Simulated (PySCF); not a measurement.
## `InChI=1S/C8H7Cl/c1-2-7-3-5-8(9)6-4-7/h2-6H,1H2`

Cartesian coordinates in Å; atom numbers follow the order of the lines, from 1:
```xyz
16

C     2.381    0.341   -0.183
C     1.417   -0.585   -0.117
C    -0.024   -0.360    0.048
C    -0.889   -1.463    0.094
C    -2.263   -1.309    0.248
C    -2.794   -0.027    0.360
Cl   -4.501    0.187    0.552
C    -1.960    1.092    0.318
C    -0.591    0.921    0.163
H     2.174    1.413   -0.118
H     3.427    0.052   -0.308
H     1.708   -1.638   -0.191
H    -0.473   -2.470    0.007
H    -2.925   -2.175    0.283
H    -2.392    2.090    0.407
H     0.048    1.805    0.132
```

Level of theory: PySCF, quadratic response CAM-B3LYP/aug-cc-pVDZ first hyperpolarisability, Taylor convention, gas phase. Geometry: PBE0-D3(BJ)/def2-SVP.

What is the first hyperpolarisability, and how does it disperse?

In 10⁻³⁰ esu, Taylor convention; the vector part is βᵢ = ⅓ Σⱼ (βᵢⱼⱼ + βⱼᵢⱼ + βⱼⱼᵢ); β∥ is 3/5 of the vector part along the dipole, the dipole points from − to +:
```
                   process  λ (nm)  β vector norm     β∥  β HRS  depolarisation ratio
           static β(0;0,0)       ∞           4.39  -2.62   1.72                  6.16
second harmonic β(−2ω;ω,ω)    1907           4.84  -2.88   1.90                  6.10
         Pockels β(−ω;ω,0)    1907           4.53  -2.70      –                     –
second harmonic β(−2ω;ω,ω)    1064           6.12  -3.64   2.41                  5.92
         Pockels β(−ω;ω,0)    1064           4.87  -2.90      –                     –
```

Which lowest excitations, dipole and polarisabilities go with it?

S1 4.77 eV (f = 0.274); S2 5.00 eV (f = 0.212); S3 5.83 eV (f = 0.004); dipole 1.64 D; isotropic α 115.7 au static, 116.3 au at 1907 nm, 117.8 au at 1064 nm, 118.3 au at 953.5 nm, 125.1 au at 532 nm.
